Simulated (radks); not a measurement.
Results of a calculation; reference values are marked as such.
Q: Ionisation of neutral tungsten, [Xe] 4f14 5d4 6s2, to W+, [Xe] 4f14 5d4 6s1, under several functionals. Scalar-relativistic Kohn-Sham, spin-polarised, spherical densities, point nucleus; open shells are filled with parallel spins first (spin-orbit coupling, left out, can overturn this in heavy ions); a radial shooting solver on a logarithmic mesh with Libxc functionals. The NIST Atomic Spectra Database gives 7.864 eV (measured). Rank these functionals by the error of their Delta-SCF ionisation energy: exchange-only B88; LDA (Slater exchange, Perdew-Wang correlation); B86b exchange with PBE correlation; RPBE; SOGGA; HCTH/407; AM05.

A: From best to worst: LDA (Slater exchange, Perdew-Wang correlation) 7.961 eV (+0.097); B86b exchange with PBE correlation 7.539 eV (-0.325); AM05 7.479 eV (-0.385); RPBE 7.455 eV (-0.409); HCTH/407 8.399 eV (+0.534); SOGGA 7.321 eV (-0.543); exchange-only B88 6.435 eV (-1.429). Open shells are spherical and high-spin; term and fine-structure splittings are not resolved. Spin-orbit splitting is averaged out at the scalar-relativistic level.
